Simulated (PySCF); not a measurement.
Method used: PySCF, PBE0-D3(BJ)/def2-SVP geometry optimisation, gas phase. Rigid rotors, one computed conformer each.

Species:
1. `[N:1]#[C:2][GeH:3]1[CH2:4][CH2:5][CH2:6]1` with C2–Ge3–C4–C5 91°, Ge3–C4–C5–C6 20°, C4–C5–C6–Ge3 -20°, C2–Ge3–C6–C5 -91°
2. `[CH3:1][CH2:2][CH2:3][N:4]([SiH3:5])[SiH3:6]` with C1–C2–C3–N4 180°, C2–C3–N4–Si5 86°
3. `[I][Ti]([I])([I])[I]`

Rotational constants (MHz) and dipole components (D):

```json
{"set": "P", "A": "2706", "B": "1367", "C": "986.9", "μa": "0.91", "μb": "0.01", "μc": "0.14"}
{"set": "Q", "A": "4274", "B": "1808", "C": "1684", "μa": "3.90", "μb": "1.42", "μc": "0.00"}
{"set": "R", "A": "235.7", "B": "234.2", "C": "233.8", "μa": "0.01", "μb": "0.01", "μc": "0.00"}
```

Question: Which set belongs to which species?

Answer: P = 2, Q = 1, R = 3.

- 1 (set Q): mass 143.0 u, 6 heavy atoms, longest extent 5.5 Å, Cs, near-prolate asymmetric top, Ia, Ib, Ic = 118.2, 279.6, 300.1 u·Å².
- 2 (set P): mass 119.1 u, 6 heavy atoms, longest extent 6.9 Å, asymmetric top, Ia, Ib, Ic = 186.7, 369.8, 512.1 u·Å².
- 3 (set R): mass 555.6 u, 5 heavy atoms, longest extent 4.1 Å, Td, spherical top, Ia, Ib, Ic = 2144.1, 2158.4, 2161.2 u·Å².

Point groups hold within 0.08 Å; constants that symmetry makes equal can differ a little in the computed geometry, and forbidden dipole components can keep a residue. No structure here is proved a minimum.
